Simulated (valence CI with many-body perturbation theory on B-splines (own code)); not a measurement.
# Forbidden lines of Pt XXXVIII

Calculated by relativistic CI+MBPT: five valence electrons over a frozen Dirac-Fock core [Kr], radial functions for each j: 7 s, 7 p, 8 d, 6 f, 4 g, 1 h, with the one-electron correlation potential Σ1 (screened to all orders), the two-electron term Σ2, the three-electron term Σ3, Breit, model QED; selected single and double excitations, second order for the rest, scaled by the run's own slope (own B-spline code, finite nucleus).

The last digits are not significant, and no measured levels were compared; by estimate large intervals hold to a few tenths of a per cent, small ones and those within an open d or f shell to about a per cent. The list stops below the first excitations out of the core.

Lines 51 to 100 of 120 in falling wavelength, among levels below 137.759 eV, chosen from the decays that carry over 1 % of a level's rate. Wavelengths and rates use the calculated energies. Electric multipoles are in the length gauge, E1 and E2 with the static RPA response of the core. S is in atomic units (e²a₀⁴ for E2 and M2, e²a₀⁶ for E3), for M1 in squared Bohr magnetons. Weak lines are less certain than strong ones. Lines between different terms over intervals too small for the method are left out, as are lines whose strength nearly cancels.

Levels are named by their leading jj configuration (3d3/2^4 stands for four electrons in 3d with j = 3/2), which in mixed levels can hold well under half, so a name can repeat and another be missing. Letters in brackets count levels of one name in rising energy.

| λ vac (Å) | Upper | Lower | Type | A (s⁻¹) | S (a.u.) |
| --- | --- | --- | --- | --- | --- |
| 538.8 | (4d3/2 4d5/2^4) J=7/2 [a] | (4d3/2^2 4d5/2^3) J=5/2 [b] | M1 | 4.57e+04 | 2.12e+00 |
| 537.0 | (4d3/2^3 4d5/2^2) J=7/2 [a] | (4d3/2^4 4d5/2) J=5/2 | M1 | 5.64e+04 | 2.59e+00 |
| 536.1 | (4d3/2^2 4d5/2^3) J=5/2 [c] | (4d3/2^3 4d5/2^2) J=7/2 [b] | M1 | 5.04e+04 | 1.73e+00 |
| 532.9 | (4d3/2^2 4d5/2^3) J=1/2 [a] | (4d3/2^3 4d5/2^2) J=3/2 [a] | M1 | 1.10e+05 | 1.24e+00 |
| 530.6 | (4d3/2^2 4d5/2^3) J=13/2 | (4d3/2^3 4d5/2^2) J=11/2 | M1 | 1.91e+04 | 1.48e+00 |
| 529.8 | (4d3/2 4d5/2^4) J=9/2 | (4d3/2^2 4d5/2^3) J=7/2 [b] | M1 | 2.73e+04 | 1.50e+00 |
| 527.3 | (4d3/2 4d5/2^4) J=5/2 [a] | (4d3/2^2 4d5/2^3) J=7/2 [a] | M1 | 5.13e+04 | 1.67e+00 |
| 523.9 | (4d3/2^3 4d5/2^2) J=3/2 [a] | (4d3/2^4 4d5/2) J=5/2 | M1 | 1.34e+05 | 2.86e+00 |
| 513.0 | (4d3/2 4d5/2^4) J=9/2 | (4d3/2^2 4d5/2^3) J=9/2 [b] | M1 | 7.74e+04 | 3.88e+00 |
| 512.8 | (4d3/2 4d5/2^4) J=3/2 [a] | (4d3/2^2 4d5/2^3) J=5/2 [b] | M1 | 4.27e+04 | 8.53e-01 |
| 512.3 | (4d3/2^2 4d5/2^3) J=3/2 [a] | (4d3/2^3 4d5/2^2) J=3/2 [a] | M1 | 1.19e+05 | 2.37e+00 |
| 509.8 | (4d3/2^2 4d5/2^3) J=3/2 [b] | (4d3/2^3 4d5/2^2) J=1/2 | M1 | 1.16e+04 | 2.29e-01 |
| 508.8 | (4d3/2^2 4d5/2^3) J=5/2 [d] | (4d3/2^2 4d5/2^3) J=5/2 [a] | M1 | 1.91e+04 | 5.59e-01 |
| 506.2 | (4d3/2^2 4d5/2^3) J=7/2 [b] | (4d3/2^3 4d5/2^2) J=5/2 [b] | M1 | 2.63e+03 | 1.01e-01 |
| 504.0 | (4d3/2 4d5/2^4) J=3/2 [a] | (4d3/2^2 4d5/2^3) J=3/2 [a] | M1 | 1.41e+05 | 2.68e+00 |
| 503.5 | (4d3/2^2 4d5/2^3) J=5/2 [b] | (4d3/2^3 4d5/2^2) J=3/2 [a] | M1 | 1.97e+04 | 5.60e-01 |
| 497.0 | (4d3/2 4d5/2^4) J=11/2 | (4d3/2^2 4d5/2^3) J=13/2 | M1 | 3.17e+04 | 1.73e+00 |
| 496.6 | (4d3/2^2 4d5/2^3) J=9/2 [b] | (4d3/2^3 4d5/2^2) J=9/2 | M1 | 9.78e+04 | 4.44e+00 |
| 495.1 | (4d3/2^2 4d5/2^3) J=5/2 [c] | (4d3/2^3 4d5/2^2) J=5/2 [b] | M1 | 3.74e+03 | 1.01e-01 |
| 492.0 | (4d3/2^2 4d5/2^3) J=5/2 [b] | (4d3/2^3 4d5/2^2) J=7/2 [a] | M1 | 4.43e+04 | 1.17e+00 |
| 487.4 | (4d3/2^2 4d5/2^3) J=3/2 [b] | (4d3/2^3 4d5/2^2) J=5/2 [b] | M1 | 3.04e+04 | 5.22e-01 |
| 485.5 | (4d3/2 4d5/2^4) J=3/2 [a] | (4d3/2^2 4d5/2^3) J=1/2 [a] | M1 | 1.08e+05 | 1.83e+00 |
| 483.7 | (4d3/2 4d5/2^4) J=7/2 [a] | (4d3/2^2 4d5/2^3) J=9/2 [a] | M1 | 9.61e+04 | 3.23e+00 |
| 481.9 | (4d3/2^2 4d5/2^3) J=7/2 [b] | (4d3/2^3 4d5/2^2) J=9/2 | M1 | 2.73e+04 | 9.06e-01 |
| 479.1 | (4d3/2^3 4d5/2^2) J=9/2 | (4d3/2^4 4d5/2) J=5/2 | E2 | 2.51e+01 | 5.66e-03 |
| 475.7 | (4d3/2^2 4d5/2^3) J=7/2 [c] | (4d3/2^3 4d5/2^2) J=7/2 [b] | M1 | 3.73e+04 | 1.19e+00 |
| 472.6 | (4d3/2^2 4d5/2^3) J=7/2 [a] | (4d3/2^3 4d5/2^2) J=5/2 [a] | M1 | 3.30e+04 | 1.03e+00 |
| 467.3 | (4d3/2^2 4d5/2^3) J=1/2 [b] | (4d3/2^3 4d5/2^2) J=1/2 | M1 | 5.62e+04 | 4.25e-01 |
| 464.2 | (4d3/2^2 4d5/2^3) J=9/2 [b] | (4d3/2^3 4d5/2^2) J=11/2 | M1 | 3.27e+04 | 1.21e+00 |
| 462.9 | (4d3/2 4d5/2^4) J=11/2 | (4d3/2^2 4d5/2^3) J=9/2 [a] | M1 | 4.11e+04 | 1.81e+00 |
| 461.0 | (4d3/2 4d5/2^4) J=5/2 [a] | (4d3/2^2 4d5/2^3) J=5/2 [a] | M1 | 2.96e+05 | 6.46e+00 |
| 460.1 | (4d3/2 4d5/2^4) J=7/2 [a] | (4d3/2^2 4d5/2^3) J=7/2 [a] | M1 | 8.31e+04 | 2.40e+00 |
| 457.2 | (4d3/2^3 4d5/2^2) J=5/2 [b] | (4d3/2^4 4d5/2) J=5/2 | M1 | 1.92e+03 | 4.08e-02 |
| 457.2 | (4d3/2^3 4d5/2^2) J=5/2 [b] | (4d3/2^4 4d5/2) J=5/2 | E2 | 1.45e+02 | 1.55e-02 |
| 452.3 | (4d3/2 4d5/2^4) J=11/2 | (4d3/2^2 4d5/2^3) J=11/2 | M1 | 1.35e+05 | 5.56e+00 |
| 446.7 | (4d3/2^2 4d5/2^3) J=9/2 [b] | (4d3/2^3 4d5/2^2) J=7/2 [a] | M1 | 2.80e+04 | 9.26e-01 |
| 443.2 | (4d3/2^2 4d5/2^3) J=7/2 [c] | (4d3/2^3 4d5/2^2) J=5/2 [b] | M1 | 1.83e+04 | 4.73e-01 |
| 439.2 | (4d3/2^3 4d5/2^2) J=1/2 | (4d3/2^4 4d5/2) J=5/2 | E2 | 8.30e+01 | 2.42e-03 |
| 435.1 | (4d3/2^2 4d5/2^3) J=5/2 [c] | (4d3/2^3 4d5/2^2) J=3/2 [a] | M1 | 2.80e+04 | 5.14e-01 |
| 434.7 | (4d3/2^2 4d5/2^3) J=7/2 [b] | (4d3/2^3 4d5/2^2) J=7/2 [a] | M1 | 1.97e+03 | 4.79e-02 |
| 431.8 | (4d3/2^2 4d5/2^3) J=3/2 [c] | (4d3/2^3 4d5/2^2) J=3/2 [b] | M1 | 2.32e+04 | 2.77e-01 |
| 429.2 | (4d3/2^2 4d5/2^3) J=3/2 [b] | (4d3/2^3 4d5/2^2) J=3/2 [a] | M1 | 2.26e+04 | 2.65e-01 |
| 427.1 | (4d3/2^3 4d5/2^2) J=7/2 [b] | (4d3/2^4 4d5/2) J=5/2 | M1 | 3.29e+03 | 7.60e-02 |
| 426.5 | (4d3/2^2 4d5/2^3) J=5/2 [c] | (4d3/2^3 4d5/2^2) J=7/2 [a] | M1 | 6.40e+04 | 1.11e+00 |
| 424.4 | (4d3/2^2 4d5/2^3) J=7/2 [c] | (4d3/2^3 4d5/2^2) J=9/2 | M1 | 3.87e+04 | 8.78e-01 |
| 421.6 | (4d3/2^2 4d5/2^3) J=9/2 [c] | (4d3/2^3 4d5/2^2) J=7/2 [b] | M1 | 3.98e+04 | 1.11e+00 |
| 416.8 | (4d3/2^2 4d5/2^3) J=3/2 [a] | (4d3/2^3 4d5/2^2) J=5/2 [a] | M1 | 7.92e+04 | 8.51e-01 |
| 414.3 | (4d3/2^2 4d5/2^3) J=5/2 [d] | (4d3/2^3 4d5/2^2) J=3/2 [b] | M1 | 3.33e+04 | 5.27e-01 |
| 413.6 | (4d3/2 4d5/2^4) J=9/2 | (4d3/2^2 4d5/2^3) J=11/2 | M1 | 2.94e+04 | 7.70e-01 |
| 408.8 | (4d3/2 4d5/2^4) J=7/2 [a] | (4d3/2^2 4d5/2^3) J=5/2 [a] | M1 | 1.22e+04 | 2.48e-01 |
